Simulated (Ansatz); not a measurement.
`C[S+](C)[W-6]([C]#[O+])([C]#[O+])([C]#[O+])([C]#[O+])[C]#[O+]`, charge 0, multiplicity 1.

**Question.** Give a relaxed structure at PBE0-D4/def2-TZVP (Ansatz). (Estimate.)

**Answer.** Ansatz gave: 
```xyz
20

C    -0.040    2.303   -0.912
S    -0.358    0.581   -1.319
C    -2.143    0.565   -1.107
W     0.694   -0.894    0.484
C     2.287    0.382    0.653
O     3.185    1.078    0.767
C    -0.862   -2.220    0.363
O    -1.719   -2.974    0.316
C    -0.295    0.140    1.944
O    -0.844    0.714    2.766
C     1.530   -2.060    1.870
O     2.007   -2.727    2.671
C     1.689   -1.935   -0.981
O     2.252   -2.528   -1.776
H     1.034    2.463   -0.995
H    -0.557    2.944   -1.627
H    -0.363    2.526    0.105
H    -2.486   -0.447   -1.322
H    -2.597    1.258   -1.816
H    -2.413    0.831   -0.085
```
Point group Cs.
This is one stationary point; other conformers may exist.
